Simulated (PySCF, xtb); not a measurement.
AlOBr, SMILES [Br][Al]=[O].

GFN2-xTB run with xtb at its own geometry gives an orbital gap of 3.66 eV and a dipole moment of 1.47 D.

Geometry optimised at r2SCAN-D4/def2-TZVP.

Task: What does ωB97X/def2-TZVPD (PySCF) give? (The exact figures need the calculation; the answer reports its results.)

Result: gap 9.49 eV (levels -10.28 and -0.79 eV), dipole 4.66 D.
